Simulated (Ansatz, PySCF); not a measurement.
Torsion H4–S1–Pb2–I3 in HIPbS (SMILES [SH][Pb][I]); at each angle all else is relaxed with GFN2-xTB, and the levels are single points there.
Geometry at 0° (charge 0, multiplicity 1):
```xyz
4

S     -1.6042     0.3704    -0.1515
Pb     0.6830     1.2966    -0.6852
I      2.2963    -0.6149     0.4169
H     -1.3002    -0.7432     0.4905
```

On the grid 0° to 330°, 270° is the highest and 0° the lowest point at CCSD(T)/CBS(def2-TZVPP, def2-QZVPP).

Cores are frozen in the correlated methods. Filled d and f shells under p-block atoms count as core. CBS: X⁻³ extrapolation of the correlation energy, Hartree–Fock from the larger set.

Codes used: Ansatz (a first-principles code) with Gaussian orbitals; PySCF for the dispersion terms. Each number belongs to the level named beside it. In def2 rows elements past Kr take small-core potentials, without spin–orbit coupling.

PBE/def2-TZVPP gives 7.19 kcal/mol for the energy at 270° less that at 0°.

Q: Where do these levels fall relative to PBE: PBE-D3(BJ)/def2-TZVPP, r2SCAN/def2-TZVPP, PBE0/def2-TZVPP, wB97M-V/def2-TZVPP, MP2/CBS(def2-TZVPP, def2-QZVPP), CCSD(T)/CBS(def2-TZVPP, def2-QZVPP).

A: PBE-D3(BJ)/def2-TZVPP 0.12; r2SCAN/def2-TZVPP 0.37; PBE0/def2-TZVPP -0.08; wB97M-V/def2-TZVPP -0.06; MP2/CBS(def2-TZVPP, def2-QZVPP) -0.41; CCSD(T)/CBS(def2-TZVPP, def2-QZVPP) -0.62 kcal/mol. 2 of 6 lie above PBE; the widest gap is to CCSD(T)/CBS(def2-TZVPP, def2-QZVPP).
